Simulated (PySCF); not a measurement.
CH3BrMgO, SMILES [Mg]([Br])[O]C.

Geometry: PBE0-D3(BJ)/def2-SVP. The structure was generated by enumeration; whether it is a known compound was not checked. The values are those of a single conformer.

Level of theory: PBE0-D3(BJ)/def2-SVP (PySCF 2.14.0).

Frequencies are harmonic and unscaled.

Modes within 1.5 cm⁻¹ of each other (mostly degenerate sets) share a row, with their intensities summed.

**Question.** Estimate the vibrational spectrum. (An estimate is asked for; the answer gives what the named calculation found.)

**Answer.** 
| mode | ν (cm⁻¹) | IR (km/mol) | moving atoms (share of kinetic energy) |
|---|---|---|---|
| 1–2 | 72 | 2.1 | Mg 32 %, C 25 %, H 19 %, O 19 % |
| 3–4 | 147 | 144.2 | Mg 47 %, O 46 % |
| 5 | 275 | 6.0 | Br 40 %, O 22 %, C 20 %, Mg 13 % |
| 6 | 690 | 62.2 | Mg 66 %, C 22 % |
| 7–8 | 1188 | 0.0 | H 76 %, C 19 % |
| 9 | 1313 | 402.6 | O 60 %, C 35 % |
| 10–11 | 1475 | 1.3 | H 97 % |
| 12 | 1482 | 35.7 | H 87 %, C 11 % |
| 13 | 2977 | 158.9 | H 98 % |
| 14–15 | 3049 | 118.3 | H 90 %, C 10 % |
